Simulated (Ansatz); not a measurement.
Question: Name a neutral molecule of Cl, F, Ge, I and H with HOMO energy (ωB97M-V/def2-TZVPP) between -10.65 and -10.35 eV and size of the dipole moment (PBE/def2-TZVPP) between 1.55 and 1.85 D (Ansatz, PBE0-D4/def2-TZVP geometry).

Answer: `[F][GeH]([Cl])[I]` (-10.43 eV, 1.68 D). Other molecules can fit too; these were computed, each in one conformer that needn't be the lowest.
